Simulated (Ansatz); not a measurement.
`[OH][Al]1[CH]=[C]1F` + H₂ → `F[C]1=[CH][AlH]1` + H₂O at 298.15 K and 1 bar (hydrogenolysis of the Al–O bond).

Computed with Ansatz on PBE0-D4/def2-TZVP structures; ΔE is electronic, products minus reactants. CCSD(T)/CBS adds triple-zeta CCSD(T) − MP2 to the extrapolated MP2 energy (def2 sets, frozen cores). This one scheme is used for every species. One conformer a species, not always the lowest.

| species | CCSD(T)/CBS energy (Eh) | H − E (kJ/mol) | S (J/(mol·K)) |
| --- | --- | --- | --- |
| `[OH][Al]1[CH]=[C]1F` | -494.26592 | 113.0 | 317.8 |
| H₂ | -1.17544 | 35.1 | 130.4 |
| `F[C]1=[CH][AlH]1` | -419.02251 | 90.7 | 284.4 |
| H₂O | -76.37941 | 66.4 | 188.7 |

H − E and S are ideal-gas, rigid-rotor, harmonic terms from PBE0-D4/def2-TZVP, for one conformer and one mirror image of each species. The MP2-based limit puts H₂ 0.8 mEh under its directly extrapolated value; such offsets cancel only in part. 1 Eh = 2625.50 kJ/mol, R = 8.31446 J/(mol·K).

Problem. By hand: ΔE, ΔH, ΔS and ΔG.

Solution. ΔE = (-419.02251) + (-76.37941) − (-494.26592) − (-1.17544) = 0.03944 Eh = 103.5 kJ/mol. Δ(H − E) = 90.7 + 66.4 − 113.0 − 35.1 = 9.0, so ΔH = 112.5 kJ/mol. ΔS = 284.4 + 188.7 − 317.8 − 130.4 = 24.9 J/(mol·K). ΔG = 112.5 − 298.15 × (24.9)/1000 = 105.1 kJ/mol.

Problem. By hand: the equilibrium constant, and the temperature at which ΔG would vanish if ΔH and ΔS stayed fixed.

Solution. log₁₀ K = −ΔG/(RT ln 10) = -18.4. ΔG = 0 at ΔH/ΔS = 4518 K, far beyond where these terms or the molecules hold.

ΔH outweighs TΔS. A doubt of 5 kJ/mol in ΔE shifts log₁₀ K by 0.9 here. Other conformers and mirror images would add mixing entropy, several J/(mol·K) or more a flexible species. These are equilibria of isolated gas molecules and say nothing of rates. Largest T1 diagnostic: 0.015 (customary marks: 0.02 for closed shells, 0.045 for open ones).
